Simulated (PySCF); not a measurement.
**Fe⁺ (iron, charge +1) across methods**

[Ar] 3d5 4s1 4p1, high-spin 8P determinant (an excited configuration). Computed with PySCF 2.14 in aug-cc-pwCVTZ, with no relativity, point nucleus.

```tsv
method	E (hartree)	mean ε 3d α (eV)	mean ε 4s α (eV)	mean ε 4p α (eV)	Σ⟨r²⟩ (bohr²)	⟨S²⟩
UHF	-1262.04628	-35.800	-19.313	-13.298	31.82	15.751
PBE0	-1262.925	-27.832	-16.554	-10.818	31.51	15.750
HSE06	-1262.938	-27.375	-16.177	-10.409	31.54	15.750
PBE	-1262.873	-24.961	-15.492	-9.882	31.59	15.750
r2SCAN	-1263.125	-25.604	-15.810	-10.123	31.29	15.750
wB97M-V	-1263.061	-30.234	-18.751	-12.655	31.71	15.750
r2SCAN0	-1263.117	-28.312	-16.793	-10.963	31.32	15.751
LDA	-1260.638	-25.167	-15.712	-9.935	31.45	15.750
```
